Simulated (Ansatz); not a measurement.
Ansatz results at the PBE0-D4/def2-TZVP geometry: HOMO energy (PBE/def2-TZVPP) -6.46 eV; size of the dipole moment (B3LYP/def2-TZVPP) 1.26 D; LUMO energy (PBE/def2-TZVPP) -1.79 eV.

Each molecule was computed in one conformer, which needn't be the lowest.

(1) Which molecule gave them?
A. `F[BH][GeH2][SH]`
B. `C[SiH2]C(N)F`
C. `C=C(Cl)[SiH2][SiH3]`
D. `C/C([SiH3])=C(/O)F`

## Answers

(1) C. The others give `C[SiH2]C(N)F`: -6.37, 1.41, -0.22; `C/C([SiH3])=C(/O)F`: -5.58, 1.49, -0.62; `F[BH][GeH2][SH]`: -5.99, 1.17, -2.87.

B3LYP here is the variant with VWN-RPA as its local correlation; programs differ in this.
